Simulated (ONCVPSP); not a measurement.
## What one change does to a pseudopotential (aluminium (Al), ONCV)

* Element: Al (Z = 13)
* Generator: ONCVPSP 4.0.1
* Type: optimised norm-conserving Vanderbilt (ONCV)
* Functional: PBEsol
* Relativity: scalar-relativistic
* Frozen core: [Ne]
* Valence charge: 3
* Reference configuration: 3s1 (charge +2)
* Partial waves: 3s: rc 1.70 bohr, ncon 4, nbas 8, qcut 4.8 1/bohr, 2 projectors, debl 1.9 Ha; p scattering state at 0.03 Ha: rc 1.70 bohr, ncon 4, nbas 7, qcut 5.1 1/bohr, 2 projectors, debl 0.8 Ha; d scattering state at 0.32 Ha: rc 1.40 bohr, ncon 5, nbas 10, qcut 6.6 1/bohr, 1 projector
* Local potential: polynomial inside 1.30 bohr (lpopt 4, dvloc0 0 Ha)
* Core correction: Teter function, fcfact 5.75, rcfact 1.15

In the p channel the program set the typed energies aside and used 0.050, 0.850 Ha.

All-electron outer shells of the reference configuration (PBEsol, scalar-relativistic, ld1.x):

| shell | level (eV) | outermost node (bohr) | outermost maximum (bohr) |
| --- | --- | --- | --- |
| 2p | -90.14 | – | 0.43 |
| 3s | -23.65 | 0.79 | 1.91 |

Change: p: rc 1.28; local potential polynomial inside 1.28 bohr (lpopt 4, dvloc0 0 Ha).

Cutoffs: the cutoffs (Ha) at which the residual kinetic energy of the hardest occupied pseudo-wave falls to 1 and 0.1 mHa per electron; they do not see the model core or the augmentation charge, which bear on the density cutoff. Errors are all-electron minus pseudo energies relative to the spin-unpolarised reference configuration.

**Question.** Predict the effect on cutoff, ghosts and configuration errors.

**Answer.** The potential gets neither clearly harder nor softer (6.5 Ha and 8.7 Ha → 6.5 Ha and 8.7 Ha); a bound ghost appears in p, which as a rule spoils a file; of the 4 tests that both files solve, the error grows in 2 and shrinks in 1 by more than 15 % and 0.3 meV (median size 7.5 → 7.2 meV).

| quantity | base | changed |
| --- | --- | --- |
| cutoff, loose | 6.5 Ha | 6.5 Ha |
| cutoff, tight | 8.7 Ha | 8.7 Ha |
| bound ghosts | none | p |
| GHOST(+) flags under 300 eV | s at 95.5 eV | s at 94.4 eV |
| error for 3s2 3p1, meV [ΔE -24.91 eV] | +9.0 | -17 |
| error for 3s2, meV [ΔE -19.17 eV] | +1.5 | +1.5 |
| error for 3s2 3p0.5, meV [ΔE -22.83 eV] | +5.9 | -9.4 |
| error for 3s1 3p1, meV [ΔE -13.38 eV] | +15 | -5.1 |
| s: phases at 1.73 bohr within 0.05 rad from the reference energy up to (Ha; the scan ends near 5) | 2.8 | 2.7 |
| d: phases at 1.42 bohr within 0.05 rad from the reference energy up to (Ha; the scan ends near 5) | to the end of the scan | to the end of the scan |
| rms error of d²Exc/dni dnj with the model core, mHa | 5.13 | 5.13 |

 A true bound ghost makes a file unfit for plane-wave use even where its test errors are small: the radial tests pick states by their node count and pass the ghost by.
